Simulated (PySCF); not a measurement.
CH8O2Si2, SMILES C[Si]([SiH3])(O)O. Geometry optimised at PBE-D3(BJ)/def2-SVP. The structure was generated by enumeration, and PubChem lists no compound with its InChIKey, so it may never have been made. The values are those of a single conformer.

Task: Give the equilibrium geometry at PBE-D3(BJ)/def2-SVP (PySCF confirms it by a frequency run) as bond lengths and angles. (An estimate is asked for; the answer gives what the named calculation found.)

Result: Several could match; the one computed here: 
Atoms: Si1 Si2 C3 O4 O5 H6 H7 H8 H9 H10 H11 H12 H13. Bonded distances (Å): Si1–Si2 2.351, Si1–H6 1.509, Si1–H7 1.505, Si1–H8 1.507, Si2–C3 1.887, Si2–O4 1.691, Si2–O5 1.680, C3–H9 1.109, C3–H10 1.111, C3–H11 1.110, O4–H12 0.972, O5–H13 0.974. Angles (°): Si2–Si1–H6 109.7, Si2–Si1–H7 111.3, Si2–Si1–H8 111.5, H6–Si1–H7 108.1, H6–Si1–H8 107.5, H7–Si1–H8 108.7, Si1–Si2–C3 112.0, Si1–Si2–O4 111.4, Si1–Si2–O5 104.2, C3–Si2–O4 109.1, C3–Si2–O5 112.8, O4–Si2–O5 107.2, Si2–C3–H9 110.5, Si2–C3–H10 111.3, Si2–C3–H11 111.4, H9–C3–H10 107.8, H9–C3–H11 107.6, H10–C3–H11 108.1, Si2–O4–H12 114.7, Si2–O5–H13 114.1.
